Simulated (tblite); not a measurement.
Start geometry of `C=CC1=C[N+](C)=NN1C=C` from a force field or distance geometry (Å):
```
atom  x, y, z in Å
C1    -0.3693    3.0224   -1.0193
C2     0.3818    1.9553   -0.9494
C3    -0.0094    0.7140   -0.2710
C4    -1.1998    0.4230    0.3645
N5    -1.1576   -0.8499    0.8569
C6    -2.1926   -1.5686    1.5912
N7     0.0429   -1.3134    0.4923
N8     0.7383   -0.4037   -0.1649
C9     2.0538   -0.6056   -0.6820
C10    2.6405   -1.7837   -0.4829
H11   -1.3736    3.0789   -0.5970
H12   -0.0054    3.9031   -1.5309
H13    1.3650    1.9806   -1.3814
H14   -2.0486    1.0575    0.5008
H15   -2.7106   -2.1941    0.8715
H16   -1.6785   -2.2397    2.3365
H17   -2.8608   -0.8494    2.1147
H18    2.5535    0.1951   -1.2248
H19    2.1720   -2.5859    0.0464
H20    3.6533   -1.9252   -0.8743
```

Problem. What comes out of this run: GFN2-xTB geometry optimisation, gas phase in tblite 0.8.0?

Solution. 
```
atom  x, y, z in Å
C1    -0.3911    3.0329   -1.0814
C2     0.3664    1.9425   -0.9891
C3    -0.0437    0.7487   -0.2925
C4    -1.2424    0.4462    0.3384
N5    -1.1115   -0.8035    0.8152
C6    -2.0761   -1.5737    1.5418
N7     0.0543   -1.2962    0.5375
N8     0.7132   -0.3814   -0.1276
C9     2.0214   -0.6195   -0.5681
C10    2.6214   -1.7879   -0.4015
H11   -1.3667    3.1050   -0.6331
H12   -0.0456    3.8997   -1.6159
H13    1.3393    1.9244   -1.4560
H14   -2.1331    1.0255    0.4618
H15   -2.9686   -1.7310    0.9350
H16   -1.6301   -2.5348    1.7892
H17   -2.3600   -1.0555    2.4580
H18    2.4915    0.2250   -1.0448
H19    2.1295   -2.6158    0.0798
H20    3.6268   -1.9399   -0.7495
```

The energy falls by 40.8 kJ/mol over 78 L-BFGS steps, the largest force on an atom goes from 3.00 to 0.008 eV/Å, and the atoms move by 0.248 Å rms after alignment. The bond that changes most is N5–N7 (three-coordinate ring nitrogen to ring nitrogen), which shortens by 0.042 Å. Bonds longer at the end by more than 0.005 Å: 6 of 20; shorter: 13. Among the angles that change most is C4–N5–N7, from 104.6° to 111.4°. Among the dihedrals that turn most is N7–N5–C6–H15, from -80° to -119°. Rotational constants go from 1496, 1356, 714.4 to 1563, 1355, 729.2 MHz. The orientation of the end geometry is arbitrary; only internal coordinates are fixed.

Hardware: one thread, Arm Neoverse V2 (aarch64), shared host with 96 logical CPUs at a one-minute load of 38. Cost: 0.45 s wall.

Its GFN2-xTB frequencies are all real (lowest 38 cm⁻¹).

One conformer stands for the species.

These are computed values.
